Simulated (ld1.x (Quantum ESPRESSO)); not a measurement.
What one change does to a pseudopotential (C, TM)

* Element: carbon
* Generator: ld1.x (Quantum ESPRESSO) 7.5
* Type: norm-conserving Troullier–Martins (Kleinman–Bylander form)
* Functional: PBE
* Relativity: scalar-relativistic
* Frozen core: [He]
* Valence charge: 4
* Reference configuration: 2s2 2p0.5 (charge +1.5)
* Partial waves: 2p (bound): rc 1.55 bohr; 2s (bound): rc 0.85 bohr
* Local potential: the s channel
* Core correction: none

Change: wave 2p (bound): rc 1.55 bohr becomes 2p (bound): rc 2.12 bohr.

Cutoffs: the cutoffs (Ry, on a coarse ladder) from which the occupation-weighted sum of valence levels, in a spherical-Bessel basis at the reference potential, stays within 10 and 1 mRy of its value at 400 Ry; they do not see the model core or the augmentation charge, which bear on the density cutoff. Errors are all-electron minus pseudo energies relative to the spin-unpolarised reference configuration.

Question: How do hardness, ghosts and transferability respond?

Answer: The potential gets neither clearly harder nor softer (90 Ry and 200 Ry → 90 Ry and 200 Ry); the s channel sets the loose cutoff, while the largest relative change is in p, which becomes softer; of the 7 tests that both files solve, the error grows in 7 and shrinks in 0 by more than 15 % and 0.3 meV (median size 64.6 → 122.8 meV); neither file shows a bound ghost. More of the atom is replaced by a form fitted at one configuration, so other configurations suffer.

| quantity | base | changed |
| --- | --- | --- |
| cutoff, loose | 90 Ry | 90 Ry |
| cutoff, tight | 200 Ry | 200 Ry |
| loose cutoff by channel (10 mRy a level) | p 40 Ry, s 70 Ry | p 25 Ry, s 70 Ry |
| bound ghosts | none | none |
| error for 2s2 2p2, meV [ΔE -21.09 eV] | +65 | +131 |
| error for 2s2 2p1, meV [ΔE -10.23 eV] | +16 | +31 |
| error for 2s2 2p0, meV [ΔE 13.92 eV] | +33 | +56 |
| error for 2s1 2p2, meV [ΔE -1.48 eV] | +85 | +123 |
| error for 2s1 2p0, meV [ΔE 62.12 eV] | +160 | +248 |
| error for 2s2 2p1.5, meV [ΔE -17.13 eV] | +43 | +86 |
| error for 2s2 2p2.3, meV [ΔE -22.25 eV] | +72 | +146 |
